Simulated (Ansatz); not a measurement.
FH₅O₂Si₂ (`O[SiH2][SiH](O)F`), relaxed with RKS PBE-D4/def2-SVP in Ansatz from a rough embedded geometry. The force threshold is 0.03 eV/Å; the program also tests the step.

Charge 0, multiplicity 1.

Start:

```xyz
10

O     0.747   -1.250   -1.755
Si    0.142    0.235   -1.321
Si   -0.672    0.187    0.892
O     0.386   -0.482    1.955
F    -1.044    1.680    1.420
H     1.472   -1.633   -1.234
H    -0.862    0.662   -2.311
H     1.302    1.185   -1.357
H    -1.980   -0.613    0.931
H     0.510    0.028    2.781
```

(1) How much energy does the relaxation release, and in how many steps? (An estimate is asked.)

(2) Which bonds change most? (Best estimate.)

(3) Give the relaxed structure. (An estimate is asked.)

Results:

(1) Ansatz gave: 0.27 eV, in 26 steps, 3 of them rejected.

(2) Ansatz gave: Si3–O4 from 1.643 to 1.689 Å; Si2–H7 from 1.473 to 1.507 Å; Si3–H9 from 1.533 to 1.506 Å; O1–Si2 from 1.662 to 1.685 Å.

(3) Ansatz gave: 
```xyz
10

O     1.413   -0.801   -1.246
Si    0.141    0.292   -1.404
Si   -0.682    0.373    0.804
O     0.296   -0.863    1.409
F    -0.336    1.778    1.584
H     1.421   -1.170   -0.337
H    -0.912   -0.194   -2.367
H     0.626    1.631   -1.886
H    -2.132    0.106    1.114
H     0.165   -1.152    2.330
```
